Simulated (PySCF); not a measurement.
# Hartree-Fock beside MP2: BH3NO anion

Calculated results; nothing here was measured. The program is PySCF 2.14.0, an open-source quantum chemistry code, run on an isolated molecule that a program drew, which may never have been made. The molecule is BH3NO anion (charge -1, singlet), drawn as the SMILES string `NB[O-]`.

The geometry was optimised and harmonic frequencies were computed with HF and MP2, all in the aug-cc-pVDZ basis, for the commonest isotopes, with a restricted reference for singlets and an unrestricted one otherwise, and a frozen core in MP2. Each result is a local minimum of its method.

Geometry at the HF minimum:
```xyz
6
BH3NO anion, angstrom
N    -0.2017   -0.5086    2.7896
B    -0.5708   -1.4649    1.7050
O    -1.7319   -1.5834    1.1782
H     0.7561   -0.2387    2.8814
H    -0.8231    0.2642    2.9268
H     0.4365   -2.1633    1.3990
```

Lengths of the bonds as drawn, in Å (atoms numbered as above):
```
bond,HF,MP2
N1-B2,1.492,1.509
B2-O3,1.280,1.313
N1-H4,0.999,1.017
N1-H5,1.001,1.019
B2-H6,1.263,1.260
```

Rotational constants, in GHz:
| constant | HF | MP2 |
|---|---|---|
| A | 65.54 | 63.46 |
| B | 9.766 | 9.468 |
| C | 8.548 | 8.294 |

Harmonic frequencies in cm^-1, each column in rising order, so a row needn't be the same motion in every method:
```
rank    HF   MP2
   1   386   373
   2   476   433
   3   539   509
   4   890   826
   5   961   876
   6  1083  1004
   7  1181  1101
   8  1602  1459
   9  1703  1563
  10  2191  2220
  11  3745     ?
  12  3852  3653
```

**Estimate the missing MP2 frequency from the HF column.**

A single factor s that minimises the squared misfit of MP2 against s times HF over the other rows is sum(HF x MP2) / sum(HF^2) = 0.9491, with an rms misfit of 52 cm^-1. For rank 11 it gives 0.9491 x 3745 = 3554 cm^-1. The calculation gives 3524 cm^-1, 30 cm^-1 below the estimate. The drawn bonds are on average 1.4 % longer in MP2 than in HF.
